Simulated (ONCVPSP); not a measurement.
# Scattering properties, ONCV potential for Mo

Mo (Z = 42), optimised norm-conserving Vanderbilt (ONCV), made with ONCVPSP 4.0.1 (PBE, scalar-relativistic). Core [Ar] 3d10, reference 4s2 4p6 4d5 5s0.75 5p0.25. Waves: 4s+5s: rc 1.75 bohr, ncon 4, nbas 7, qcut 7.8 1/bohr, 2 projectors; 4p+5p: rc 2.50 bohr, ncon 4, nbas 7, qcut 6.5 1/bohr, 2 projectors; 4d: rc 1.85 bohr, ncon 3, nbas 8, qcut 9.9 1/bohr, 2 projectors, debl 3.5 Ha. Local part: polynomial inside 1.10 bohr (lpopt 5, dvloc0 1 Ha). Core correction: polynomial model core, fcfact 0.6.

The phase is arctan(r·R′/R) of the radial function R(r), unwrapped; energies in Ha, scanned from -4 to 5 Ha. A pole is an energy at which the radial function vanishes at the test radius. The pseudo phase is shifted by a multiple of π to meet the all-electron one at the reference energy, and phase errors are pseudo minus all-electron; the curves can meet again beyond the range given. Levels narrower than the energy grid can be missing from the lists of poles.

Task: For each channel, where are the poles, and over which energies does the pseudopotential scatter like the atom?

Result:

| channel | radius (bohr) | reference energy (Ha) | poles, all-electron | poles, pseudo | unbroken range about the reference energy with phases within 0.05 rad | phase error 1 Ha above the reference energy (rad) |
| --- | --- | --- | --- | --- | --- | --- |
| s | 1.77 | -0.16 | -1.95 | -1.95 | the whole range | -0.001 |
| p | 2.54 | -0.05 | -1.37, 2.17 | -1.37, 2.16 | below 3.7 | -0.000 |
| d | 1.88 | -0.15 | 0.87 | 0.87 | the whole range | -0.000 |

Phases in the d channel:

```
E (Ha)  all-electron  pseudo
 -3.98         1.326   1.326
 -3.74         1.315   1.315
 -3.50         1.303   1.303
 -3.26         1.288   1.288
 -3.02         1.272   1.272
 -2.78         1.252   1.252
 -2.54         1.228   1.228
 -2.30         1.198   1.198
 -2.06         1.160   1.160
 -1.82         1.109   1.109
 -1.58         1.039   1.039
 -1.34         0.933   0.933
 -1.10         0.761   0.761
 -0.86         0.453   0.453
 -0.62        -0.075  -0.076
 -0.38        -0.669  -0.669
 -0.14        -1.054  -1.054
  0.10        -1.270  -1.270
  0.34        -1.401  -1.401
  0.58        -1.490  -1.490
  0.82        -1.558  -1.558
  1.06        -1.615  -1.615
  1.30        -1.666  -1.666
  1.54        -1.717  -1.717
  1.78        -1.772  -1.772
  2.02        -1.836  -1.836
  2.26        -1.917  -1.918
  2.50        -2.032  -2.032
  2.74        -2.209  -2.209
  2.98        -2.510  -2.510
  3.22        -3.006  -3.006
  3.46        -3.569  -3.569
  3.70        -3.957  -3.957
  3.94        -4.180  -4.180
  4.18        -4.314  -4.314
  4.42        -4.401  -4.401
  4.66        -4.463  -4.463
  4.90        -4.509  -4.510
```
